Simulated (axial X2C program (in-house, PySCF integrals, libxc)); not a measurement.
## Levels of SnF by electron attachment to SnF⁺ (EOM-EA-CCSD)

Calculated with an in-house all-electron X2C program for linear molecules (integrals from PySCF): two-component X2C with atomic mean-field Coulomb and Gaunt terms, Gaussian nuclei, basis Sn dyall-acv3z, F dyall-av3z with contracted cores.

R = 1.955 Å (near the PBE0 minimum at charge 0 of the determinant lowest at the starting distance; the state shown can have its own minimum elsewhere).

Levels of SnF obtained by attaching an electron to SnF⁺:

| Ω | binding energy (eV) | above lowest (cm⁻¹) | attached spinor | one-particle weight |
| --- | --- | --- | --- | --- |
| 1/2 | 7.109 | 0 | 88% Sn pπ, 6% F pπ | 0.97 |
| 3/2 | 6.852 | 2078 | 88% Sn pπ, 7% F pπ | 0.97 |
| 1/2 | 4.545 | 20687 | 64% Sn pσ, 18% Sn dσ, 8% F sσ | 0.96 |
| 1/2 | 2.982 | 33294 | 88% Sn sσ, 7% Sn pσ | 0.99 |
| 1/2 | 2.034 | 40933 | 96% Sn pπ | 0.99 |
| 3/2 | 1.996 | 41245 | 97% Sn pπ | 0.99 |

(1) Take the first Ω = 1/2 and Ω = 3/2 rows of π character: how far apart are they, and which lies lower?

This point took 17 s on 1 thread of Intel(R) Xeon(R) Processor @ 2.30GHz, on a shared host.

Reference electrons by ω block (each with its −ω partner): 1/2: 19, 3/2: 8, 5/2: 2. 10 electrons of SnF⁺ correlated (inner shells frozen), 92 natural virtual spinors (a truncated set); levels can be off by some tenths of an eV. Roots sought by Ω: (1/2: 5, 3/2: 4, 5/2: 2, 7/2: 1); rows need 60 % one-particle weight and stop where some Ω has no more roots. Missing are any skipped roots, higher Ω and states of a further excitation; these come out far too high here and may in truth be low or lowest. T1 of the reference 0.023 (Lee–Taylor). The reference was not checked to be the lowest state of its species. Number of frozen shells: Sn 4 s, 3 p, 2 d; F 1 s.

## Answers

(1) E(3/2) − E(1/2) = 2078 − 0 = 2078 cm⁻¹ at EOM-EA-CCSD: regular, Ω = 1/2 lower. Splittings at this level can be off by ten to twenty per cent.
